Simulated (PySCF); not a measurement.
## Radial density of Ag (silver, neutral)

revPBE, [Kr] 4d9 5s1 6s1, high-spin 4D determinant (an excited configuration). All numbers are calculated (PySCF 2.14, scalar relativity through the core potential, in aug-cc-pVQZ-PP with one added diffuse shell each of s, p, d, f, g, h type with ECP28MDF (8s8p7d5f4g3h, 171 functions)). This is the valence pseudo-density: the core potential removes the inner electrons and smooths the orbitals near the nucleus.

```
r (bohr)  4πr²ρ (e/bohr)  4πr²(ρα − ρβ)
  0.0142       1.619e-05         0.0000
  0.0239       3.355e-05         0.0000
  0.0402       6.340e-05         0.0000
  0.0677       0.0001689         0.0000
   0.114        0.001172         0.0001
   0.191         0.01527         0.0012
   0.322          0.3169         0.0204
   0.542           6.140         0.2921
   0.911           18.43         0.8251
    1.53           7.062         0.7614
    2.58           1.236         0.5598
    4.34          0.1380         0.1184
    7.29          0.1584         0.1583
    12.3         0.04548         0.0455
    20.6       2.415e-05         0.0000
```

Energies and moments cover only the electrons outside the core potential. The outer electron is Rydberg-like, and this basis confines it to a smaller radius and binds it less than a complete one would.
